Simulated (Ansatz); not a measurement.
`C[BH][GaH][CH3]` + `O[SiH2]F` → `CBO[SiH2]F` + `[CH3][GaH2]`  (cleavage of the B–Ga bond)

Isolated molecules relaxed with PBE0-D4/def2-TZVP in Ansatz; ΔE leaves out vibrations. CCSD(T)/CBS is the MP2 limit (def2-TZVPP, def2-QZVPP) plus CCSD(T) − MP2 in def2-TZVPP, frozen cores. For Ga outer-core shells are correlated without core-valence functions, which leaves a few kJ/mol of doubt a bond. Scalar relativity is left out up to krypton. Each species was taken in one conformer, which may not be the lowest.

```csv
level,ΔE (kJ/mol)
CCSD(T)/def2-TZVPP,-157.0
CCSD/CBS(def2),-154.6
```

**Question.** What does CCSD(T)/CBS give? (Best estimate.)

**Answer.** Ansatz gave: -153.2 kJ/mol. The listed levels differ from it by -3.8, -1.4 kJ/mol.

Largest T1 diagnostic among the species: 0.012.

In def2-TZVPP, CCSD(T) changes the Hartree–Fock value by +21.1 kJ/mol (the triples alone add +1.4 kJ/mol) and MP2 by +18.7 kJ/mol. From PBE to PBE0 (25 % exact exchange), in def2-TZVPP and without D4, ΔE moves by −6.1 kJ/mol.
